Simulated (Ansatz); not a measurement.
# What each rung costs, and what it gives

The pair of C$_{2}$H$_{4}$ (SMILES C=C, atoms 1–6) and SbH$_{3}$ (SMILES [SbH3], atoms 7–10), both closed shells, in one local arrangement (a lower one may exist), relaxed at PBE0-D4/def2-TZVP:

```
atom    x (Å)    y (Å)    z (Å)
  C1   0.2476   0.4089  -1.5572
  C2  -0.7416  -0.4677  -1.4778
  H3   0.0951   1.4611  -1.3426
  H4   1.2517   0.1099  -1.8379
  H5  -0.5895  -1.5199  -1.6923
  H6  -1.7460  -0.1682  -1.1981
 Sb7   0.1645  -0.6119   2.0645
  H8   1.5663   0.1760   1.4946
  H9   0.5267  -0.1866   3.6843
 H10  -0.7747   0.7983   1.8626
```

Interaction energies are counterpoise-corrected; the time is that of the whole pair.

Program: Ansatz 0.2.0. Basis: as named in each row. Cores are frozen in the correlated methods. Filled d shells of the heavier atoms are correlated. Core potentials replace the inner electrons of the atoms past krypton. The def2 sets are not built for correlating such inner shells, so the correlated values are less sure here. B3LYP uses VWN-RPA correlation. Extrapolation: Hartree–Fock as exp(−7.88 √X), correlation as X^−2.97.

Times are rough, for one single point on 4 threads of a shared host (AMD EPYC 7R43).

The estimate by CCSD(T) at an estimated basis limit (MP2 extrapolated from triple and quadruple zeta, plus CCSD(T) − MP2 in triple zeta) is -7.4 kJ/mol.

```
   method        basis  time (s)  interaction energy (kJ/mol)  method less estimate
    SPW92     def2-SVP         1                        -10.7                  -3.3
   PBE-D4     def2-SVP         1                         -9.0                  -1.6
  PBE0-D4     def2-SVP         2                         -8.7                  -1.4
   PBE-D4  def2-TZVPPD         4                         -9.4                  -2.0
  wB97M-V     def2-SVP         6                         -7.1                   0.2
  BLYP-D4  def2-TZVPPD         6                         -8.7                  -1.3
r2SCAN-D4  def2-TZVPPD         6                         -7.5                  -0.1
revPBE-D4  def2-TZVPPD         6                         -9.5                  -2.1
  PBE0-D4  def2-TZVPPD         8                         -9.1                  -1.7
 B3LYP-D4  def2-TZVPPD         8                         -8.9                  -1.5
 HSE06-D4  def2-TZVPPD         8                         -9.0                  -1.6
  CCSD(T)     def2-SVP        11                         -0.8                   6.6
  wB97X-V  def2-TZVPPD        17                         -7.6                  -0.2
   B97M-V  def2-TZVPPD        18                         -8.0                  -0.7
  wB97M-V  def2-TZVPPD        21                         -7.9                  -0.6
   B2PLYP  def2-TZVPPD        24                         -2.0                   5.4
      MP2  def2-QZVPPD        76                         -8.7                  -1.3
  CCSD(T)  def2-TZVPPD       350                         -5.8                   1.5
```

The T1 diagnostic stays at or below 0.015.
